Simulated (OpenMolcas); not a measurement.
**Co2+: moving the ligands**

Co2+ with 6 ligands (fluoride) in octahedral coordination (Oh) at 2.06 Å. A charge of +0.667 e stands 2.8 Å behind each ligand. Ligand basis ANO-RCC-VDZP.
```
Co    0.0000    0.0000    0.0000
F     2.0600    0.0000    0.0000
F     0.0000    2.0600    0.0000
F    -2.0600    0.0000    0.0000
F     0.0000   -2.0600    0.0000
F     0.0000    0.0000    2.0600
F     0.0000    0.0000   -2.0600
```

| Property | Result |
| --- | --- |
| Program | OpenMolcas 26.06 |
| Method | CASSCF |
| Basis | ANO-RCC-VDZP [5s4p2d1f] |
| Scalar Hamiltonian | DKH2, point nucleus |
| Active space | 7 electrons in 5 orbitals (3d) |
| State averaging | 2S+1 = 4 even, 10 roots; 2S+1 = 2 even, 40 roots |
| Spin-orbit coupling | RASSI with atomic mean-field integrals over the reference wave functions |

Runs around this geometry, states (labels of O, the rotations of Oh). Energies in cm-1 above the lowest state or level, χT in cm3 K/mol; under a threefold ground state the first gap can be a small split of the lowest multiplet, not the spin-orbit step; 10Dq and B are least-squares fits to the states below 45000 cm-1, weighted by degeneracy, with a free offset, and given where the rms deviation is under 5 % of |10Dq| (or 100 cm-1) and under 700 cm-1.

```
R (Å)  Ground state  First state of that spin  10Dq  B (rms of fit)  First gap with spin-orbit (degeneracies)  χT at 300 K  First state of another spin
    2           4T1                  4T2 6090  6910      1218 (110)                              359.4 (2, 4)        3.599                     2E 15247
 2.06           4T1                  4T2 5053  5749       1221 (91)                              356.6 (2, 4)        3.683                     2E 16262
 2.19           4T1                  4T2 3407  3908       1224 (73)                              343.2 (2, 4)        3.884                     2E 17732
```

Taking |10Dq| as R^-n, n = -ln(3908 / 6910) / ln(2.19 / 2) = 6.3 between the shortest and longest distance. The point-charge formula for a cubic d site gives n = 5.

An orbital triplet at a regular site is open to Jahn-Teller coupling, which can distort the site and quench the lowest spin-orbit gaps and is left out. Without dynamic correlation the repulsion within the d shell is too large (B by tens of per cent), so at a given field states of lower spin stand too high. Ligand-to-metal charge-transfer states are missing. With no ligand orbital active B as a rule stays too high, so bands that hang on it stand too high and its fall with covalency is understated. With metal d orbitals alone and no dynamic correlation the field as a rule comes out too small, by tens of per cent, by up to half for chloride and softer ligands, and with too little covalency χT stands high. No measured value stands beside these numbers; the geometry is a model, was not optimised and need not be the one that this ion takes.
